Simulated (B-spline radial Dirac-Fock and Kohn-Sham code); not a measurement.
**Photoelectron lines of V⁺ at 200 eV**

System: the V⁺ ion, 1s2 2s2 2p6 3s2 3p6 3d4.

Input file task.json (cfg lists n, l and occupation; rrms is the nuclear radius in fm):

```json
{"items": [{
  "Z": 23,
  "q": 1,
  "cfg": [[1, 0, 2], [2, 0, 2], [2, 1, 6], [3, 0, 2], [3, 1, 6], [3, 2, 4]],
  "A": 51,
  "rrms": 3.6002,
  "do": ["binding", "quiet", "photo", "scan"],
  "hv": [40.81, 58.8, 73.9, 200, 489.0, 1486.9, 4000, 5414.7, 9780.0, 25400.0, 67700.0, 80000, 114000.0, 150000, 163000.0, 200000]
}]}
```

Command: `python xray_run.py task.json out`

Level of theory: independent-particle photoionisation in a Dirac-Hartree-Slater potential with a Latter tail, all multipoles, thresholds from Dirac-Fock ΔSCF; a radial B-spline solver. The asymmetry parameter β is from the dipole term alone. Kinetic energies are from the vacuum level. Open shells are spread statistically over j, without multiplet splitting.

The last column is dσ/dΩ = σ/(4π) · [1 + β P₂(cos θ)] at θ = 90° from the polarisation vector of linearly polarised light.

```csv
subshell,electrons,binding (eV),kinetic (eV),σ (kb),β,dσ/dΩ (kb/sr)
3s,2,85.75,114.2,222,2.00,≈ 0
3p1/2,2,54.68,145.3,271,1.47,5.78
3p3/2,4,53.90,146.1,?,?,?
3d3/2,1.6,12.61,187.4,145,1.21,4.54
3d5/2,2.4,12.56,187.4,215,1.21,6.74
```

Question: What are σ and β for 3p3/2?

Answer: σ = 549 kb, the largest of all subshells and 39 % of the total, and β = 1.47, which gives dσ/dΩ = 11.7 kb/sr.

Values without a named source are computed, but for edge energies of neutral atoms, which are taken from tables.
